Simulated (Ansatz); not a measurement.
`O[B](F)[GeH3]` + `[OH][GeH3]` → `[GeH3][O][GeH3]` + `OBF` at 298.15 K and 1 bar (cleavage of the Ge–B bond).

Isolated molecules relaxed with PBE0-D4/def2-TZVP in Ansatz; ΔE leaves out vibrations. CCSD(T)/CBS is the MP2 limit (def2-TZVPP, def2-QZVPP) plus CCSD(T) − MP2 in def2-TZVPP, frozen cores. This one scheme is used for every species. For Ge outer-core shells are correlated without core-valence functions, which leaves a few kJ/mol of doubt a bond. Scalar relativity is left out up to krypton. Each species was taken in one conformer, which may not be the lowest.

```csv
species,CCSD(T)/CBS energy (Eh),H − E (kJ/mol),S (J/(mol·K))
`O[B](F)[GeH3]`,-2278.38102,136.5,328.9
`[OH][GeH3]`,-2153.69723,109.3,272.0
`[GeH3][O][GeH3]`,-4231.02116,152.7,349.7
`OBF`,-201.07426,91.0,252.9
```

H − E and S are ideal-gas, rigid-rotor, harmonic terms from PBE0-D4/def2-TZVP, for one conformer and one mirror image of each species. 1 Eh = 2625.50 kJ/mol, R = 8.31446 J/(mol·K).

Task: By hand: ΔE, ΔH, ΔS and ΔG.

Result: ΔE = (-4231.02116) + (-201.07426) − (-2278.38102) − (-2153.69723) = -0.01717 Eh = -45.1 kJ/mol. Δ(H − E) = 152.7 + 91.0 − 136.5 − 109.3 = -2.1, so ΔH = -47.2 kJ/mol. ΔS = 349.7 + 252.9 − 328.9 − 272.0 = 1.7 J/(mol·K). ΔG = -47.2 − 298.15 × (1.7)/1000 = -47.7 kJ/mol.

Task: By hand: the equilibrium constant, and the temperature at which ΔG would vanish if ΔH and ΔS stayed fixed.

Result: log₁₀ K = −ΔG/(RT ln 10) = 8.4. ΔH and −TΔS have one sign here, so there is no such temperature. One of them is within its doubt of zero, so this could turn.

The number of gas molecules stays the same, so ΔS is small and ΔH decides. A doubt of 5 kJ/mol in ΔE shifts log₁₀ K by 0.9 here. Other conformers and mirror images would add mixing entropy, several J/(mol·K) or more a flexible species. Modes under 60 cm⁻¹, often nearly free rotors, make the harmonic entropy too high. These are equilibria of isolated gas molecules and say nothing of rates. Largest T1 diagnostic: 0.013 (customary marks: 0.02 for closed shells, 0.045 for open ones).
